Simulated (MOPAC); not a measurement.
A run for MOPAC: PM6 on TiF+, 2S+1 = 3, a spin state set in the input, which need not be the lowest, a point of a bond scan (R = 1.701 Å). Charge +1.

```
PM6 1SCF PRECISE CHARGE=1 UHF MS=1 THREADS=1
FTi

Ti     0.00000000 1     0.00000000 1     0.00000000 1
F      0.00000000 1     0.00000000 1     1.70103100 1
```

It printed:

```
*******************************************************************************
 **                                                                           **
 **                              MOPAC v23.2.5                                **
 **                                                                           **
 *******************************************************************************
 ** MOPAC's Digital Object Identifier: https://doi.org/10.5281/zenodo.6511958 **
 **                                                                           **
 ** Please cite the open-source release paper for use of this MOPAC version:  **
 ** J. E. Moussa and J. J. P. Stewart (2026)                                  **
 ** MOPAC: An open-source semiempirical molecular orbital program             **
 ** J. Open Source Softw., 11(119), 8025, https://doi.org/10.21105/joss.08025 **
 *******************************************************************************

                              PM6 CALCULATION RESULTS

 *******************************************************************************
 *  PM6        - The PM6 Hamiltonian to be used
 *  UHF        - UNRESTRICTED HARTREE-FOCK CALCULATION
 *
 *
 *
 *                 CHARGE ON SYSTEM = +1
 *
 *
 *
 *  MS=        - IN MECI, MAGNETIC COMPONENT OF SPIN =  1.0
 *  PRECISE    - TIGHTER CRITERIA TO BE USED
 *  1SCF       - DO 1 SCF AND THEN STOP
 *  THREADS=1  - MULTI-THREADING NOT USED
 *  T=         - A TIME OF 172800.0 SECONDS REQUESTED
 *  DUMP=N     - RESTART FILE WRITTEN EVERY 7200.0 SECONDS REQUESTED
 *******************************************************************************
PM6 1SCF PRECISE CHARGE=1 UHF MS=1 THREADS=1
 FTi

   ATOM   CHEMICAL          X               Y               Z
  NUMBER   SYMBOL      (ANGSTROMS)     (ANGSTROMS)     (ANGSTROMS)

     1      Ti          0.00000000  *   0.00000000  *   0.00000000  *
     2       F          0.00000000  *   0.00000000  *   1.70103100  *



          CARTESIAN COORDINATES

    NO.       ATOM           X           Y           Z

     1        Ti          0.0000      0.0000      0.0000
     2         F          0.0000      0.0000      1.7010

 General Reference for PM6:
 "Optimization of Parameters for Semiempirical Methods V: Modification of NDDO Approximations
 and Application to 70 Elements", J. J. P. Stewart, J. Mol. Mod., 13, 1173-1213 (2007)
 URL: https://link.springer.com/article/10.1007/s00894-007-0233-4

           Empirical Formula: Ti F  =     2 atoms



      MOLECULAR POINT GROUP   :   C*v


          UHF CALCULATION, NO. OF ALPHA ELECTRONS =    6
                           NO. OF BETA  ELECTRONS =    4

 -------------------------------------------------------------------------------
 PM6 1SCF PRECISE CHARGE=1 UHF MS=1 THREADS=1
 FTi



     1SCF WAS SPECIFIED, SO BFGS WAS NOT USED
     SCF FIELD WAS ACHIEVED


                              PM6 CALCULATION
                                                       MOPAC v23.2.5 Linux




          FINAL HEAT OF FORMATION =        151.45862 KCAL/MOL =     633.70286 KJ/MOL


          COSMO AREA              =         91.59 SQUARE ANGSTROMS
          COSMO VOLUME            =         81.21 CUBIC ANGSTROMS

          IONIZATION POTENTIAL    =         13.130814 EV
          ALPHA SOMO LUMO (EV)    =        -13.131 -8.142
          BETA  SOMO LUMO (EV)    =        -20.550 -7.446
          NO. OF ALPHA ELECTRONS  =          6
          NO. OF BETA  ELECTRONS  =          4
          MOLECULAR WEIGHT        =         66.8984         POINT GROUP:  C*v

          MOLECULAR DIMENSIONS (Angstroms)

            Atom       Atom       Distance
            F     2   Ti     1     1.70103
            F     2   Ti     1     0.00000
           Ti     1    F     2     0.00000


          SCF CALCULATIONS        =          1





   ATOM   CHEMICAL          X               Y               Z
  NUMBER   SYMBOL      (ANGSTROMS)     (ANGSTROMS)     (ANGSTROMS)

     1      Ti          0.00000000  *   0.00000000  *   0.00000000  *
     2       F          0.00000000  *   0.00000000  *   1.70103100  *

                             CARTESIAN COORDINATES

   1   Ti        0.000000000     0.000000000     0.000000000
   2    F        0.000000000     0.000000000     1.701031000


           Empirical Formula: Ti F  =     2 atoms



      MOLECULAR POINT GROUP   :   C*v


          ALPHA EIGENVALUES
 -46.04483 -20.93534 -20.69860 -20.69860 -13.85640 -13.13081  -8.14209  -7.34809
  -7.34809  -6.91688  -2.79297  -2.79297  -1.31346


           BETA EIGENVALUES
 -46.15190 -20.80592 -20.55016 -20.55016  -7.44584  -7.22790  -6.95232  -6.45933
  -6.45933  -5.96180  -0.42815  -0.42815  -0.15879


              NET ATOMIC CHARGES AND DIPOLE CONTRIBUTIONS

  ATOM NO.   TYPE          CHARGE      No. of ELECS.   s-Pop       p-Pop       d-Pop
    1         Ti           1.229101        2.7709     0.99126     0.09826     1.68139
    2          F          -0.229101        7.2291     1.91698     5.31212
 DIPOLE           X         Y         Z       TOTAL
 POINT-CHG.     0.000     0.000    -4.192     4.192
 HYBRID         0.000    -0.000    -1.529     1.529
 SUM            0.000    -0.000    -5.721     5.721


          ATOMIC ORBITAL ELECTRON POPULATIONS

     Atom    s        px        py        pz      x^2-y^2     xz        z^2       yz        xy
    1 Ti   0.99126   0.02866   0.02866   0.04094   1.00000   0.22678   0.22782   0.22678   0.00000
    2  F   1.91698   1.74456   1.74456   1.82300


                    (SZ)    =    1.000000
                    (S**2)  =    2.003345


          ATOMIC ORBITAL SPIN POPULATIONS

    Atom   Total    s     px     py     pz   x^2-y^2  xz     z^2    yz     xy
         Atomic
    1 Ti  2.0619  0.985  0.005  0.005  0.002  1.000  0.020  0.025  0.020  0.000
    2  F -0.0619 -0.002 -0.025 -0.025 -0.010

 **********************
 *                    *
 * JOB ENDED NORMALLY *
 *                    *
 **********************




 == MOPAC DONE ==
```

The run finished.

Cost: about 0.020 core-seconds (a rough figure).
